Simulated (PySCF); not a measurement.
Vertical excitations of a molecule C₄H₈OSi from TDDFT-ωB97X/def2-SVPD (PySCF), as energy in eV (oscillator strength): 5.80 (0.000), 6.01 (0.332), 6.43 (0.006), 6.80 (0.001), 7.26 (0.004), 7.36 (0.027), 7.66 (0.002), 7.84 (0.004), 8.07 (0.081), 8.24 (0.004). Lowest triplet (TDA): 3.76 eV. Geometry optimised at ωB97X-D3(BJ)/def2-SVP. The values are those of a single conformer.

Task: Identify the compound among the candidates.
(A) C=C(C)C(=O)[SiH3]
(B) CC1=C[Si@@H](O)C1
(C) C[Si@]1(O)C=CC1
(D) C/C=C1/OC[SiH2]1

Result: D, C/C=C1/OC[SiH2]1
